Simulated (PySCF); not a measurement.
Dipole moment and polarisability of BeMe(vinyl)

Compound: BeMe(vinyl), C3H6Be.
Structure used (PBE0-D3(BJ)/def2-SVP), in Å, numbered top down from 1:
```xyz
10
C3H6Be angstrom
Be    -0.0873   -0.3318    0.3861
C     -0.0851   -0.3128    2.0633
H     -0.7465    0.4687    2.4778
H      0.9206   -0.1335    2.4833
H     -0.4340   -1.2737    2.4830
C     -0.0906   -0.3448   -1.2896
C      0.2002    0.7401   -2.0304
H     -0.3350   -1.2511   -1.8666
H      0.4604    1.7061   -1.5783
H      0.1973    0.7329   -3.1286
```

Level: CAM-B3LYP/def2-SVPD (PySCF), static field, nuclei fixed, core orbitals frozen in the response. The polarisability tensor in these axes (au):

```
x   42.95  2.90 -1.98
y    2.90 52.97 -7.37
z   -1.98 -7.37 63.35
```

**Question.** Diagonalise the tensor; give its mean and Δα, where Δα² is half the sum of the squared differences of the eigenvalues.

**Answer.** Principal values 42.17, 49.53 and 67.57 au; mean 53.09 au = 7.87 Å³ = 8.75 × 10⁻⁴⁰ C²·m²/J; Δα = 22.63 au (43 % of the mean).

**Question.** What is the dipole moment?

**Answer.** 0.12 D at this geometry.

**Question.** Orientational against electronic polarisability at 273 K (dilute gas, rigid molecules)?

**Answer.** In Gaussian units μ²/3kT = 0.13 Å³ against 7.87 Å³, a ratio of 0.02; the Debye molar polarisation (4π/3)N_A(α + μ²/3kT) is 20.2 cm³/mol, leaving out the vibrational part.

**Question.** Directions of the eigenvectors, and the extent of the frame along each?

**Answer.** Largest value along (-0.13, -0.47, 0.88), where the nuclei span 5.93 Å; middle along (0.23, 0.85, 0.48), 3.46 Å; least along (0.97, -0.26, 0.00), 1.77 Å. The response follows the extents in order.

**Question.** In TDDFT the mean static polarisability is Σ f/ω² over all singlet excitations (ω in hartree). How much of it do the 10 lowest give? Their energies (eV) and oscillator strengths: 5.83, 0.0008; 6.53, 0.2842; 6.61, 0.0108; 6.87, 0.0338; 7.09, 0.0238; 7.50, 0.0665; 7.65, 0.0930; 7.84, 0.0052; 7.84, 0.0955; 8.15, 0.0022.

**Answer.** They add up to 9.30 au, 17.5 % of the 53.09 au; the largest single term is 4.93 au, from the state at 6.53 eV. Terms in order: 0.02, 4.93, 0.18, 0.53, 0.35, 0.87, 1.18, 0.06, 1.15, 0.02 au. Higher excitations give the rest. The strengths listed sum to 0.616.

Geometry: PBE0-D3(BJ)/def2-SVP, one conformer, isolated molecule.

These values come from a run that also computed excited states and ΔSCF ions. Time: 42 s wall. Hardware: one thread, x86-64 server, on a shared host.
